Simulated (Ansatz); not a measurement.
Species: C8H8B2S, SMILES `Bc1ccc(B)c2sccc12` (charge 0, multiplicity 1).

**Question.** Give a relaxed geometry from PBE0-D4/def2-SVP run with Ansatz (a program for electronic structure).

**Answer.** One answer among several that fit: the end point of this relaxation, one of several conformers (outside a Z-matrix the atoms follow the SMILES, hydrogens last).
Bonds (Å): B1–C2 1.544, B1–H12 1.208, B1–H13 1.209, C2–C3 1.404, C2–C11 1.424, C3–C4 1.396, C3–H14 1.093, C4–C5 1.405, C4–H15 1.093, C5–B6 1.543, C5–C7 1.413, B6–H16 1.208, B6–H17 1.209, C7–S8 1.736, C7–C11 1.418, S8–C9 1.728, C9–C10 1.361, C9–H18 1.090, C10–C11 1.434, C10–H19 1.089. Angles (°): C2–B1–H12 122.0, C2–B1–H13 119.1, H12–B1–H13 118.9, B1–C2–C3 119.3, B1–C2–C11 123.2, C3–C2–C11 117.6, C2–C3–C4 122.1, C2–C3–H14 118.5, C4–C3–H14 119.4, C3–C4–C5 121.8, C3–C4–H15 119.8, C5–C4–H15 118.4, C4–C5–B6 120.5, C4–C5–C7 116.4, B6–C5–C7 123.1, C5–B6–H16 119.6, C5–B6–H17 120.9, H16–B6–H17 119.5, C5–C7–S8 126.0, C5–C7–C11 122.8, S8–C7–C11 111.3, C7–S8–C9 91.2, S8–C9–C10 113.5, S8–C9–H18 119.3, C10–C9–H18 127.2, C9–C10–C11 112.4, C9–C10–H19 123.6, C11–C10–H19 124.0, C2–C11–C7 119.4, C2–C11–C10 129.0, C7–C11–C10 111.6.
